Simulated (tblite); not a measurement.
Compound: C6H3N2O (doublet state).
Cartesian coordinates in Å at the GFN2-xTB level; atoms count from 1:
```
atom  x, y, z in Å
N1    -1.735    2.308    1.152
C2    -0.792    1.710    0.890
C3     0.323    0.940    0.546
C4     1.649    1.169    0.772
O5     2.422    0.206    0.294
C6     1.621   -0.706   -0.274
C7     0.305   -0.324   -0.159
C8    -0.852   -1.051   -0.651
N9    -2.072   -0.781   -0.591
H10    2.070   -1.570   -0.722
H11   -0.581   -1.981   -1.151
H12   -2.357    0.080   -0.131
```

Computed with GFN2-xTB (tblite): harmonic, unscaled wavenumbers at the GFN2-xTB geometry, gas phase. The method is semi-empirical: single wavenumbers can be off by several per cent or more. One conformer, not necessarily the lowest. Open shells enter through the occupations alone, without spin polarisation, and single modes of such species can be off by tens of per cent.

Harmonic wavenumbers (cm⁻¹): 98.2, 123.4, 165.5, 223.9, 248.4, 437.7, 464.1, 512.5, 547.4, 606.8, 609.8, 698.4, 748.4, 763.3, 860.1, 1032.8, 1064.0, 1085.3, 1142.7, 1170.0, 1226.7, 1264.6, 1304.7, 1488.8, 1534.5, 1727.5, 2361.2, 2963.1, 3166.3, 3349.1.

A = 2512, B = 1724, C = 1022 MHz; mass 119.025 u (most abundant isotopes); point group Cs, symmetry number 1; spin multiplicity 2.

**Question.** Zero-point energy?

**Answer.** ½Σν̃ = 16495 cm⁻¹ = 197.32 kJ/mol.

**Question.** Entropy at 273.15 K, 1 bar (ideal gas, RRHO, classical rotation)?

**Answer.** Translation 166.64, rotation 118.89, vibration 66.70, spin (R ln 2) 5.76: S = 358.0 J/(mol K).

**Question.** And Cp and H(273.15 K) − H(0)?

**Answer.** Cp = 115.22 J/(mol K), of which vibrations give 81.97 (their classical limit is 30 R = 249.4); H(273.15 K) − H(0) = 19.65 kJ/mol without the zero-point energy, 10.57 from vibrations.

**Question.** Blend soft modes into free rotors: weight 1/[1 + (100 cm⁻¹/ν̃)⁴] for the oscillator and the rest for a rotor with moment μB/(μ + B), μ = h/(8π²ν), B = 10⁻⁴⁴ kg m². What vibrational entropy results?

**Answer.** 65.20 J/(mol K) in place of 66.70, which changes −T·S at 273.15 K by +0.41 kJ/mol.

**Question.** Which modes carry the vibrational entropy at 273.15 K?

**Answer.** 98.2 cm⁻¹: 13.89; 123.4 cm⁻¹: 12.04; 165.5 cm⁻¹: 9.71; 223.9 cm⁻¹: 7.41; 248.4 cm⁻¹: 6.65; 437.7 cm⁻¹: 3.00 J/(mol K); the other 24 give 14.00 together.

**Question.** What must be added to the electronic energy to get the Gibbs energy at 273.15 K and 1 bar?

**Answer.** ZPE + [H(273.15 K) − H(0)] − T·S = 197.32 + 19.65 − 97.78 = 119.19 kJ/mol.

Hindered rotation and anharmonicity are outside this model. Other conformers, if any are populated, would add a mixing term that is left out.

Time: 1.3 s wall, 0.95 s CPU. Hardware: Intel Xeon at 2.50 GHz, one thread, no GPU, shared host with 64 logical CPUs at a one-minute load of 54. This covers the Hessian and the dipole derivatives.
